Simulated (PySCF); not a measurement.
Broadened absorption spectrum of 2,6-dimethyl-4-pyrone

2,6-dimethyl-4-pyrone, C7H8O2.
Structure used (GFN2-xTB), in Å, numbered top down from 1:
```xyz
17
C7H8O2 angstrom
C     -2.1542   -1.3707    0.3834
C     -1.1257   -0.3296    0.0786
C     -1.3905    0.9246   -0.3250
C     -0.3234    1.8819   -0.6037
O     -0.5202    3.0281   -0.9709
C      1.0055    1.3137   -0.3938
C      1.1742    0.0441    0.0126
C      2.4944   -0.6145    0.2522
O      0.1349   -0.7870    0.2514
H     -2.0484   -1.7059    1.4140
H     -2.0090   -2.2354   -0.2624
H     -3.1526   -0.9736    0.2347
H     -2.4086    1.2541   -0.4520
H      1.8581    1.9473   -0.5746
H      2.5977   -1.4851   -0.3934
H      3.3056    0.0780    0.0553
H      2.5551   -0.9582    1.2835
```

Theory: PySCF, TDDFT wB97X-D/def2-SVPD, vertical, gas phase, core orbitals frozen in the response.

Broadening: Gaussians 0.5 eV wide at half height, area fixed by f = 4.319×10⁻⁹ ∫ε dν̃. The width is an assumption, not a result. The curve ends short of the highest state used, and states not computed would add to its high-energy end.

```tsv
λ (nm)	ε (L mol⁻¹ cm⁻¹)
180.2	1541
183.3	1697
186.4	3581
189.6	6727
192.7	9733
195.8	11534
199.0	12113
202.1	12467
205.2	13351
208.4	14377
211.5	14406
214.6	12880
217.8	10019
220.9	6893
224.0	4198
227.2	2235
230.3	1092
233.4	485
236.6	192
239.7	72
242.8	25
246.0	8
249.1	2
252.2	1
255.4	0
258.5	0
261.6	0
264.8	0
267.9	0
271.0	0
274.2	0
277.3	0
280.4	0
283.6	0
286.7	0
289.8	0
293.0	0
296.1	0
299.2	0
302.3	0
305.5	0
308.6	0
311.7	0
314.9	0
318.0	0
321.1	0
324.3	0
327.4	0
330.5	0
333.7	0
336.8	0
339.9	0
343.1	0
346.2	0
349.3	0
352.5	0
```

Question: Locate the maxima and give the states behind the curve.

Answer: 210 nm (5.90 eV), ε about 15000, made up of S3 (91%) (ε in L mol⁻¹ cm⁻¹; maxima over ε = 5, shares over 10%). At its high-energy end, 6.88 eV, the curve is still rising (ε about 1500, from S5, S6 and S8). The states used: S1 4.27 eV (f 0.0000); S2 5.70 eV (f 0.0006); S3 5.86 eV (f 0.251); S4 5.92 eV (f 0.0005); S5 6.34 eV (f 0.193); S6 7.16 eV (f 0.018); S7 7.37 eV (f 0.022); S8 7.48 eV (f 0.669).

Question: On this curve, what absorbance would a 10⁻⁵ mol/L sample give at 193 nm over a 1 cm path?

Answer: 193 nm is 6.424 eV, where ε is about 10000 L mol⁻¹ cm⁻¹, so A = ε c l ≈ 0.1 (Beer–Lambert, with the gas-phase spectrum and the assumed width).

Question: Coming from long wavelengths, where does ε first pass 100 L mol⁻¹ cm⁻¹?

Answer: At about 239 nm (5.20 eV), 0.93 eV above S1.

Question: What would ε be at 5.90 eV, the highest of these maxima, with half the width (0.25 eV)?

Answer: About 25300 L mol⁻¹ cm⁻¹ against 14600, a factor of about 1.7; a lone state at its own centre would give exactly 2.
